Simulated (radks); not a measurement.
The numbers below are computed, except where a source is named.
Charge is removed step by step from the 5s1/2 level of Nd, starting from [Xe] 4f4 6s2. Code: a radial shooting solver on a logarithmic mesh with Libxc functionals. Model: Dirac Kohn-Sham, PBEsol, spin-unpolarised, spherical densities, point nucleus; open shells fill j = l - 1/2 first.

\begin{tabular}{lrrr}
removed (e) & E - E(0) (eV) & eigenvalue (eV) & E minus straight line (eV) \\ \hline
0 & 0.000 & -40.367 & 0.000 \\
0.25 & 10.404 & -42.895 & -1.009 \\
0.5 & 21.460 & -45.573 & -1.365 \\
0.75 & 33.200 & -48.366 & -1.038 \\
1 & 45.651 & -51.253 & 0.000 \\
\end{tabular}

Removing the whole electron costs 45.651 eV by Delta-SCF, against 40.367 eV from minus the eigenvalue at the starting occupation. Slater's transition state (half an electron removed) gives 45.573 eV. Integrating minus the eigenvalue over the occupation (Janak's theorem) gives 45.651 eV. The mean slope of the eigenvalue, de/dn, is 10.9 eV per electron.
